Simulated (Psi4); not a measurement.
BiF3 (SMILES [F][Bi]([F])[F]), singlet, at a GFN2-xTB geometry (such geometries of metal compounds can be far from the true shape) (core potentials on Bi). Base run: Psi4 with R2SCAN/def2-TZVP.

Psi4 was given this input:
```
memory 2 GB

molecule {
0 1
Bi    0.00283361   -0.00403046    0.27310711
F    -1.35263607   -1.00980650   -0.84069305
F    -0.22186672    1.68716206   -0.81262393
F     1.54837061   -0.64018572   -0.86533751
}

set {
  basis def2-tzvp
}

energy('r2scan')
print_variables()
```

The base run was repeated with changes; each row names its change, and settings that it needs were set with it.

| change | E (Eh) | dipole (D) | core-seconds (rough) |
|---|---|---|---|
| base | -514.37895 | 5.50 | 10 |
| functional = pbe0 | -514.10702 | 5.71 | 7 |
| functional = scan | -514.40013 | 5.37 | 10 |
| functional = m06 | -514.32856 | 5.92 | 10 |
| functional = cam-b3lyp | -514.30427 | 5.84 | 8 |
| functional = m06-2x | -514.14817 | 6.13 | 9 |
| functional = mn15 | -513.71823 | 5.93 | 9 |
| functional = x3lyp | -514.31919 | 5.72 | 7 |
| functional = wb97x | -514.36518 | 5.85 | 8 |
| functional = m11 | -514.19137 | 6.16 | 10 |
| functional = bhhlyp | -514.15616 | 6.09 | 6 |
| functional = wb97m-v | -514.25351 | 5.76 | 40 |
| functional = b3lyp | -514.46998 | 5.70 | 7 |

Absolute energies of different levels of theory aren't comparable as measures of quality.
